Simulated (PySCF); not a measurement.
B(F)(Me)(NH2) (CH₅BFN), SMILES CB(N)F. Atoms are numbered in the order given.

```xyz
9

B      0.0315    -0.0508     0.0000
F      1.3456    -0.3754     0.0000
C     -0.3697     1.4754     0.0000
H      0.0602     1.9767    -0.8835
H     -1.4569     1.6471     0.0000
H      0.0602     1.9767     0.8835
N     -0.8893    -1.1100     0.0000
H     -1.8902    -0.9704     0.0000
H     -0.5983    -2.0800     0.0000
```

Coordinates come from a ωB97X-D3(BJ)/def2-SVP optimisation. One conformer was computed; it need not be the lowest.

The numbers are results of ωB97X-D3(BJ)/def2-SVP in PySCF 2.14.0, not measurements.

Harmonic, unscaled wavenumbers; measured fundamentals usually lie a few per cent lower.

Q: List the normal modes with their intensities. (The exact figures need the calculation; the answer reports its results.)

A: 
```json
[
 {"mode": "1", "ν (cm⁻¹)": "111", "IR (km/mol)": "1.6", "Raman (Å⁴/amu)": "0.0", "depolarisation": "–", "moving atoms (share of kinetic energy)": "H 95 %"},
 {"mode": "2", "ν (cm⁻¹)": "323", "IR (km/mol)": "2.0", "Raman (Å⁴/amu)": "0.2", "depolarisation": "0.75", "moving atoms (share of kinetic energy)": "H 39 %, F 20 %, N 17 %, C 16 %, B 9 %"},
 {"mode": "3", "ν (cm⁻¹)": "416", "IR (km/mol)": "5.1", "Raman (Å⁴/amu)": "0.8", "depolarisation": "0.72", "moving atoms (share of kinetic energy)": "F 35 %, H 27 %, C 16 %, N 15 %"},
 {"mode": "4", "ν (cm⁻¹)": "445", "IR (km/mol)": "39.8", "Raman (Å⁴/amu)": "1.7", "depolarisation": "0.75", "moving atoms (share of kinetic energy)": "H 66 %, B 30 %"},
 {"mode": "5", "ν (cm⁻¹)": "484", "IR (km/mol)": "144.5", "Raman (Å⁴/amu)": "0.3", "depolarisation": "0.75", "moving atoms (share of kinetic energy)": "H 72 %, N 20 %"},
 {"mode": "6", "ν (cm⁻¹)": "611", "IR (km/mol)": "23.3", "Raman (Å⁴/amu)": "0.9", "depolarisation": "0.75", "moving atoms (share of kinetic energy)": "H 80 %, B 13 %"},
 {"mode": "7", "ν (cm⁻¹)": "771", "IR (km/mol)": "3.8", "Raman (Å⁴/amu)": "6.6", "depolarisation": "0.09", "moving atoms (share of kinetic energy)": "C 34 %, H 26 %, N 22 %, F 15 %"},
 {"mode": "8", "ν (cm⁻¹)": "855", "IR (km/mol)": "5.5", "Raman (Å⁴/amu)": "1.9", "depolarisation": "0.68", "moving atoms (share of kinetic energy)": "H 68 %, C 17 %, N 13 %"},
 {"mode": "9", "ν (cm⁻¹)": "898", "IR (km/mol)": "2.9", "Raman (Å⁴/amu)": "1.2", "depolarisation": "0.42", "moving atoms (share of kinetic energy)": "H 54 %, F 22 %, N 16 %"},
 {"mode": "10", "ν (cm⁻¹)": "908", "IR (km/mol)": "30.7", "Raman (Å⁴/amu)": "0.7", "depolarisation": "0.75", "moving atoms (share of kinetic energy)": "H 49 %, B 31 %, C 19 %"},
 {"mode": "11", "ν (cm⁻¹)": "1265", "IR (km/mol)": "43.8", "Raman (Å⁴/amu)": "1.8", "depolarisation": "0.75", "moving atoms (share of kinetic energy)": "H 57 %, B 30 %"},
 {"mode": "12", "ν (cm⁻¹)": "1387", "IR (km/mol)": "220.8", "Raman (Å⁴/amu)": "3.5", "depolarisation": "0.44", "moving atoms (share of kinetic energy)": "B 51 %, H 28 %, C 10 %, F 9 %"},
 {"mode": "13", "ν (cm⁻¹)": "1400", "IR (km/mol)": "167.5", "Raman (Å⁴/amu)": "12.2", "depolarisation": "0.69", "moving atoms (share of kinetic energy)": "H 47 %, B 34 %, C 15 %"},
 {"mode": "14", "ν (cm⁻¹)": "1449", "IR (km/mol)": "3.3", "Raman (Å⁴/amu)": "13.7", "depolarisation": "0.75", "moving atoms (share of kinetic energy)": "H 96 %"},
 {"mode": "15", "ν (cm⁻¹)": "1466", "IR (km/mol)": "11.3", "Raman (Å⁴/amu)": "7.2", "depolarisation": "0.74", "moving atoms (share of kinetic energy)": "H 83 %, B 13 %"},
 {"mode": "16", "ν (cm⁻¹)": "1608", "IR (km/mol)": "245.3", "Raman (Å⁴/amu)": "3.9", "depolarisation": "0.74", "moving atoms (share of kinetic energy)": "H 61 %, N 23 %, B 15 %"},
 {"mode": "17", "ν (cm⁻¹)": "3066", "IR (km/mol)": "2.0", "Raman (Å⁴/amu)": "128.2", "depolarisation": "0.01", "moving atoms (share of kinetic energy)": "H 97 %"},
 {"mode": "18", "ν (cm⁻¹)": "3153", "IR (km/mol)": "7.4", "Raman (Å⁴/amu)": "78.4", "depolarisation": "0.75", "moving atoms (share of kinetic energy)": "H 91 %, C 9 %"},
 {"mode": "19", "ν (cm⁻¹)": "3170", "IR (km/mol)": "16.4", "Raman (Å⁴/amu)": "63.1", "depolarisation": "0.75", "moving atoms (share of kinetic energy)": "H 91 %, C 9 %"},
 {"mode": "20", "ν (cm⁻¹)": "3647", "IR (km/mol)": "45.7", "Raman (Å⁴/amu)": "103.0", "depolarisation": "0.13", "moving atoms (share of kinetic energy)": "H 96 %"},
 {"mode": "21", "ν (cm⁻¹)": "3758", "IR (km/mol)": "38.4", "Raman (Å⁴/amu)": "52.4", "depolarisation": "0.75", "moving atoms (share of kinetic energy)": "H 91 %, N 9 %"}
]
```
